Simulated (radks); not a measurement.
Results of a calculation; reference values are marked as such.
Question: Spherical quantum dot in the effective-mass picture: electrons in a hard-walled sphere of radius 4.03, all in effective atomic units (hartree* = m*/eps^2 hartree, bohr* = eps/m* bohr), one dielectric constant everywhere. Level of theory: non-relativistic Kohn-Sham, LDA (Slater exchange, Perdew-Wang correlation), spin-polarised, spherical densities (a radial shooting solver with Libxc functionals). Levels are named by radial order and angular momentum (1s, 1p, 1d, 2s, ...), and open shells are averaged over m. Each electron was tried in the lowest free levels, single moves between levels near the top were tried too, and the lowest total energy was kept; such a search can miss a lower state. Give the order in which the levels fill up to N = 37, the shell closures and the spin along the way.

Answer: Shells are first occupied in the order 1s, 1p, 1d, 1f, 1g. Open shells at each N (closed shells left out): 1: 1s(up 1, down 0); 2: none; 3: 1p(up 1, down 0); 4: 1p(up 2, down 0); 5: 1p(up 3, down 0); 6: 1p(up 3, down 1); 7: 1p(up 3, down 2); 8: none; 9: 1d(up 1, down 0); 10: 1d(up 2, down 0); 11: 1d(up 3, down 0); 12: 1d(up 4, down 0); 13: 1d(up 5, down 0); 14: 1d(up 5, down 1); 15: 1d(up 5, down 2); 16: 1d(up 5, down 3); 17: 1d(up 5, down 4); 18: none; 19: 1f(up 1, down 0); 20: 1f(up 2, down 0); 21: 1f(up 3, down 0); 22: 1f(up 4, down 0); 23: 1f(up 5, down 0); 24: 1f(up 6, down 0); 25: 1f(up 7, down 0); 26: 1f(up 7, down 1); 27: 1f(up 7, down 2); 28: 1f(up 7, down 3); 29: 1f(up 7, down 4); 30: 1f(up 7, down 5); 31: 1f(up 7, down 6); 32: none; 33: 1g(up 1, down 0); 34: 1g(up 2, down 0); 35: 1g(up 3, down 0); 36: 1g(up 4, down 0); 37: 1g(up 5, down 0). All shells are closed at N = 2, 8, 18, 32 (there: 1s2 1p6 1d10 1f14). Largest 2S: 7, at N = 25.
